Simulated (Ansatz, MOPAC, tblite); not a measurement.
# CHBrF2 (bromodifluoromethane): the highest harmonic wavenumber at each level's own minimum, rung by rung

CHBrF2, singlet, SMILES `FC(F)Br`. Each level relaxes the structure for itself.

Each level gives the highest harmonic wavenumber at each level's own minimum (cm⁻¹). The values are calculated.

| level | kind | program | value (cm⁻¹) |
| --- | --- | --- | --- |
| PM3 | semi-empirical | MOPAC | 2878 |
| RM1 | semi-empirical | MOPAC | 2813 |
| MNDOD | semi-empirical | MOPAC | 3174 |
| GFN1-xTB | semi-empirical | tblite | 2997 |
| HF/STO-3G | Hartree–Fock | Ansatz | 3524 |
| HF/3-21G | Hartree–Fock | Ansatz | 3405 |
| HF/6-31G* (Cartesian functions) | Hartree–Fock | Ansatz | 3399 |
| PBE/def2-SVP | GGA | Ansatz | 3036 |
| B3LYP/6-31G* (Cartesian functions) | global hybrid | Ansatz | 3158 |
| PBE0-D4/def2-TZVP | global hybrid | Ansatz | 3141 |

All-electron rows without a relativistic Hamiltonian named are non-relativistic. Harmonic and unscaled. The values span 2813 to 3524 cm⁻¹.
